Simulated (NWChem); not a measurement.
System: PbNH2F, singlet; SMILES [NH2][Pb][F]

NWChem printed, in part:

```
             Northwest Computational Chemistry Package (NWChem) 7.3.0
             --------------------------------------------------------

                             Geometry "geometry" -> ""
                             -------------------------

 Output coordinates in angstroms (scale by  1.889725989 to convert to a.u.)

  No.       Tag          Charge          X              Y              Z
 ---- ---------------- ---------- -------------- -------------- --------------
    1 Pb                  82.0000     0.28107700     0.02946500     0.00000000
    2 F                    9.0000    -0.95678400    -1.62576100     0.00000000
    3 N                    7.0000    -1.39626500     1.33111600     0.00000000
    4 H                    1.0000    -2.34224900     0.95741500     0.00000000
    5 H                    1.0000    -1.39695600     2.34661400     0.00000000

 Effective nuclear repulsion energy (a.u.)     384.3453872758

                                 NWChem DFT Module
                                 -----------------

 Summary of "ao basis" -> "ao basis" (spherical)
 ------------------------------------------------------------------------------
       Tag                 Description            Shells   Functions and Types
 ---------------- ------------------------------  ------  ---------------------
 Pb                        def2-svpd                12       32   5s4p3d
 F                         def2-svpd                 9       23   4s3p2d
 N                         def2-svpd                 8       20   4s2p2d
 H                         def2-svpd                 4        8   2s2p

            General Information
            -------------------
          SCF calculation type: DFT
          Wavefunction type:  closed shell.
          No. of atoms     :     5
          No. of electrons :    40
           Alpha electrons :    20
            Beta electrons :    20
          Charge           :     0
          Spin multiplicity:     1
          Use of symmetry is: off; symmetry adaption is: off
          Maximum number of iterations: 150
          AO basis - number of functions:    91
                     number of shells:    37
          Convergence on energy requested:  1.00D-06
          Convergence on density requested:  1.00D-05
          Convergence on gradient requested:  5.00D-04

              XC Information
              --------------
          PerdewBurkeErnzerhof Exchange Functional  1.000
            Perdew 1991 LDA Correlation Functional  1.000 local
           PerdewBurkeErnz. Correlation Functional  1.000 non-local

             Grid Information
             ----------------
          Grid used for XC integration:  medium
          Radial quadrature: Mura-Knowles
          Angular quadrature: Lebedev.
          Tag              B.-S. Rad. Rad. Pts. Rad. Cut. Ang. Pts.
          ---              ---------- --------- --------- ---------
          Pb                  1.80      123          10.0       590
          F                   0.50       49          11.0       434
          N                   0.65       49          10.0       434
          H                   0.35       45          12.0       434
          Grid pruning is: on
          Number of quadrature shells:   311
          Spatial weights used:  Erf1

      Superposition of Atomic Density Guess
      -------------------------------------

 Sum of atomic energies:        -373.90015906

      Non-variational initial energy
      ------------------------------

 Total energy =    -346.565028
 1-e energy   =    -786.237522
 2-e energy   =     320.770176
 HOMO         =      -0.333528
 LUMO         =      -0.036908

   convergence    iter        energy       DeltaE   RMS-Dens  Diis-err
 ---------------- ----- ----------------- --------- --------- ---------
 d= 0,ls=0.0,diis     1   -348.3386164969 -4.67D+02  3.85D-02  1.06D+00
 d= 0,ls=0.0,diis     2   -345.5240562143  2.81D+00  2.70D-02  2.57D+01
 d= 0,ls=0.0,diis     3   -348.2729975786 -2.75D+00  1.28D-02  1.43D+00
 d= 0,ls=0.0,diis     4   -348.4373315236 -1.64D-01  3.83D-03  4.02D-01
 d= 0,ls=0.0,diis     5   -348.4844665570 -4.71D-02  1.24D-03  3.46D-03
  Resetting Diis
 d= 0,ls=0.0,diis     6   -348.4849335807 -4.67D-04  4.37D-04  1.41D-03
 d= 0,ls=0.0,diis     7   -348.4851964424 -2.63D-04  2.87D-04  6.84D-05
 d= 0,ls=0.0,diis     8   -348.4850989543  9.75D-05  1.98D-04  8.36D-04
 d= 0,ls=0.0,diis     9   -348.4852063157 -1.07D-04  2.66D-05  2.53D-06
 d= 0,ls=0.0,diis    10   -348.4852065939 -2.78D-07  4.98D-06  3.42D-07

         Total DFT energy =     -348.485206593889
      One electron energy =     -788.869989607812
           Coulomb energy =      355.500393283892
    Exchange-Corr. energy =      -34.017927962703
 Nuclear repulsion energy =      118.902317692734

 Numeric. integr. density =       40.000010258924

                       DFT Final Molecular Orbital Analysis
                       ------------------------------------

 Vector   18  Occ=2.000000D+00  E=-2.862243D-01
              MO Center= -7.0D-01, -1.4D+00, -1.5D-08, r^2= 1.6D+00
   Bfn.  Coefficient  Atom+Function         Bfn.  Coefficient  Atom+Function
  ----- ------------  ---------------      ----- ------------  ---------------
    38      0.558639  2 F  py                41     -0.367914  2 F  py
    37     -0.242153  2 F  px                 3      0.195134  1 Pb s
    12      0.187504  1 Pb px                40      0.155568  2 F  px
     1     -0.136169  1 Pb s                  4      0.126191  1 Pb s
    44     -0.113772  2 F  py                18      0.070806  1 Pb d -2

 Vector   19  Occ=2.000000D+00  E=-2.559297D-01
              MO Center= -3.9D-01, -1.6D-01, -3.7D-10, r^2= 3.6D+00
   Bfn.  Coefficient  Atom+Function         Bfn.  Coefficient  Atom+Function
  ----- ------------  ---------------      ----- ------------  ---------------
    59      0.443097  3 N  s                 37      0.406282  2 F  px
     3      0.401169  1 Pb s                 12      0.273355  1 Pb px
    40     -0.271776  2 F  px                 1     -0.266750  1 Pb s
    60      0.255444  3 N  px                 4      0.202958  1 Pb s
    58     -0.203891  3 N  s                 15      0.181383  1 Pb px

 Vector   20  Occ=2.000000D+00  E=-2.188990D-01
              MO Center= -1.2D+00,  1.1D+00, -2.1D-09, r^2= 1.7D+00
   Bfn.  Coefficient  Atom+Function         Bfn.  Coefficient  Atom+Function
  ----- ------------  ---------------      ----- ------------  ---------------
    62      0.539760  3 N  pz                65     -0.378695  3 N  pz
    14     -0.179162  1 Pb pz                17     -0.150629  1 Pb pz
    39     -0.131481  2 F  pz                42      0.088691  2 F  pz
    91     -0.071385  5 H  pz                19      0.067449  1 Pb d -1
    11      0.064719  1 Pb pz                83     -0.063718  4 H  pz

 Vector   21  Occ=0.000000D+00  E=-9.911684D-02
              MO Center=  2.4D-01,  1.5D-01, -1.6D-09, r^2= 3.8D+00
   Bfn.  Coefficient  Atom+Function         Bfn.  Coefficient  Atom+Function
  ----- ------------  ---------------      ----- ------------  ---------------
    17      0.582408  1 Pb pz                14      0.560780  1 Pb pz
    62      0.242820  3 N  pz                11     -0.185869  1 Pb pz
    65     -0.186428  3 N  pz                 8     -0.179768  1 Pb pz
    39      0.150025  2 F  pz                42     -0.107702  2 F  pz
    31     -0.075177  1 Pb d  1              45     -0.065545  2 F  pz

 Vector   22  Occ=0.000000D+00  E=-4.644470D-02
              MO Center=  5.4D-01,  3.5D-01, -8.6D-11, r^2= 4.9D+00
   Bfn.  Coefficient  Atom+Function         Bfn.  Coefficient  Atom+Function
  ----- ------------  ---------------      ----- ------------  ---------------
    16      0.823951  1 Pb py                 4     -0.608769  1 Pb s
    13      0.462456  1 Pb py                36      0.426937  2 F  s
    59      0.403491  3 N  s                 15      0.387910  1 Pb px
    85     -0.284253  5 H  s                 44      0.253364  2 F  py
    43      0.197729  2 F  px                 5      0.182976  1 Pb s

 Vector   23  Occ=0.000000D+00  E=-1.657121D-02
              MO Center=  6.4D-02,  4.8D-01,  1.5D-09, r^2= 7.1D+00
   Bfn.  Coefficient  Atom+Function         Bfn.  Coefficient  Atom+Function
  ----- ------------  ---------------      ----- ------------  ---------------
    59      1.464172  3 N  s                 15     -0.663955  1 Pb px
    85     -0.515066  5 H  s                 77     -0.482650  4 H  s
    90      0.389608  5 H  py                81     -0.373490  4 H  px
    12     -0.327863  1 Pb px                 4      0.321235  1 Pb s
    58     -0.293225  3 N  s                 36     -0.291604  2 F  s

     Multipole analysis of the density
     ---------------------------------

     L   x y z        total         alpha         beta         nuclear
     -   - - -        -----         -----         ----         -------
     0   0 0 0      0.000000    -20.000000    -20.000000     40.000000

     1   1 0 0      0.866390     15.494710     15.494710    -30.123030
     1   0 1 0      1.161181      1.867284      1.867284     -2.573387
     1   0 0 1     -0.000000     -0.000000     -0.000000      0.000000

     2   2 0 0    -28.459692    -69.691194    -69.691194    110.922696
     2   1 1 0     -2.687144      6.421768      6.421768    -15.530680
     2   1 0 1     -0.000000     -0.000000     -0.000000      0.000000
     2   0 2 0    -31.247345    -91.746835    -91.746835    152.246324
     2   0 1 1     -0.000000     -0.000000     -0.000000      0.000000
     2   0 0 2    -28.267698    -14.133849    -14.133849      0.000000

 *** CALLING NEW AORESP DRIVER FOR CLOSED AND OPEN SHELLS ***
 Entering AOResponse driver routine

--------------------------------------------------------------------------------

          -----------------------------------------------
          Solving response equations for perturbing field
          -----------------------------------------------

 number of frequencies:     1
 frequency in a.u.:  0.0000000E+00
 Perturbing field: electric
 Using El. Dipole Length Gauge

 Setting up CPKS with frequency omega =      0.00000000 a.u.

 STATIC response

                                NWChem CPHF Module
                                ------------------

  scftype          =     RHF
  nclosed          =       20
  nopen            =        0
  variables        =     1420
  # of vectors     =        3
  tolerance        = 0.10D-03
  level shift      = 0.00D+00
  max iterations   =       50
  max subspace     =       30

 SCF residual:    3.4892946341769917E-004

Iterative solution of linear equations
  No. of variables     1420
  No. of equations        3
  Maximum subspace       30
        Iterations       50
       Convergence  1.0D-04

   iter   nsub   residual    time
   ----  ------  --------  ---------
     1      3    9.21D+00      29.3
     2      6    6.00D+00      37.4
     3      9    7.30D-01      45.4
     4     12    1.27D-01      54.6
     5     15    7.34D-03      62.5
     6     18    1.44D-03      69.4
     7     21    2.53D-04      76.8
     8     24    2.05D-05      87.9

 Electric Dipole Response Matrix (nonzero elements):

              1        2        3
    1   61.1464  -7.4569   0.0000
    2   -7.4568  58.8258   0.0000
    3    0.0000   0.0000  41.2835

 ------------------------------------------
 average:        53.75189 + I       0.00000

 DFT Linear Response polarizability / au
 Frequency  =       0.0000000 / au
              X              Y              Z
 -----------------------------------------------
 X      61.1463943     -7.4568571      0.0000001
 Y      -7.4568407     58.8258194      0.0000001
 Z       0.0000001      0.0000001     41.2834704
 -----------------------------------------------
 Eigenvalues =      67.5326945     52.4395192     41.2834704
 Isotropic   =      53.7518947
 Anisotropic =      22.8175714
 -----------------------------------------------

 Magnetic Dipole Response Matrix (nonzero elements):

 Exiting AOResponse driver routine
```

Level: PBE/def2-SVPD with def2 effective core potentials on Pb. Low-valent species are run as closed-shell singlets; no triplet was tried in these runs. Structure relaxed at the PBE0/def2-SVP level. No frequency run checked for a minimum. def2 effective core potentials on Pb; no spin-orbit coupling.

Task: Reconstruct the input file.

Result: Several could match; the one computed here: the input that was run:
```
start job
memory heap 200 mb stack 900 mb global 1100 mb
geometry units angstroms noautosym nocenter noautoz
  Pb     0.281077     0.029465     0.000000
  F     -0.956784    -1.625761     0.000000
  N     -1.396265     1.331116     0.000000
  H     -2.342249     0.957415     0.000000
  H     -1.396956     2.346614     0.000000
end
basis spherical
  * library def2-svpd
end
ecp
  Pb library def2-ecp
end
dft
  xc xpbe96 cpbe96
  iterations 150
end
property
  response 1 0.0
end
task dft property
```
